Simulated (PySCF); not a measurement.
Species: BCl₂GeH₇Si₂.
Atom-mapped SMILES: `[Cl:1][B:2]([Cl:3])[SiH2:4][SiH2:5][GeH3:6]` (hydrogens: H7, H8 on Si4; H9, H10 on Si5; H11, H12, H13 on Ge6)

A linear-response calculation (PySCF, def2-SVPD basis, gas phase, vertical, core orbitals frozen in the response) gave these numbers; the functional is withheld.

Orbital energies (eV): HOMO-3 -9.01, HOMO-2 -8.77, HOMO-1 -8.16, HOMO -7.75, LUMO -2.47, LUMO+1 -0.52, LUMO+2 -0.23.

```
state  E (eV)       f  main configurations (H = HOMO, L = LUMO)
   S1    4.44   0.057                    H→L (80%), H-1→L (15%)
   S2    4.76  0.0065                    H-1→L (80%), H→L (18%)
   S3    5.30  0.0004                               H-3→L (97%)
   S4    5.48   0.069                               H-2→L (92%)
   S5    6.07   0.018                               H-4→L (97%)
   S6    6.31   0.015                               H-5→L (91%)
```

Triplets (Tamm–Dancoff): T1 3.75 eV, H→L (63%), H-1→L (32%); T2 4.52 eV, H-1→L (52%), H→L (35%), H-2→L (11%); T3 5.14 eV, H-3→L (82%), H-2→L (14%); T4 5.20 eV, H-2→L (68%), H-3→L (15%), H-1→L (12%).

Vertical ionisation energy by ΔSCF with the same functional: 9.53 eV. Mean static polarisability: 138.3 au.

Question: Name the functional.
A. HF
B. CAM-B3LYP
C. PBE
D. B3LYP

Answer: D. B3LYP is a global hybrid with 20% exact exchange. In this run −ε(HOMO) = 7.75 eV differs from the ΔSCF value by -1.78 eV, and S1 differs from the orbital gap of 5.28 eV by -0.84 eV. The ratio −ε(HOMO)/IP is 0.81. Small neutral molecules mostly give 0.67 to 0.83 with B3LYP, 0.5 to 0.7 with PBE, 0.85 to 0.93 with CAM-B3LYP; with Hartree–Fock the ratio is 1 or more (Koopmans' value less the relaxation energy is the ΔSCF value). The other options: PBE, a GGA without exact exchange; HF, time-dependent Hartree–Fock, 100% exact exchange; CAM-B3LYP, range-separated, 19% exact exchange at short range and 65% at long range (ω = 0.33 bohr⁻¹).

Computed, not measured: TDDFT B3LYP/def2-SVPD, vertical, gas phase, core orbitals frozen in the response in PySCF. The structure is a single PBE0-D3(BJ)/def2-SVP conformer in the gas phase; no vibrational or solvent corrections. The B3LYP/def2-SVPD calculation is non-relativistic and has no spin–orbit coupling, an omission that weighs most on germanium.

The values belong to the conformer `[Cl:1][B:2]([Cl:3])[SiH2:4][SiH2:5][GeH3:6]`: Cl1–B2–Si4–Si5 -73°, B2–Si4–Si5–Ge6 58°.
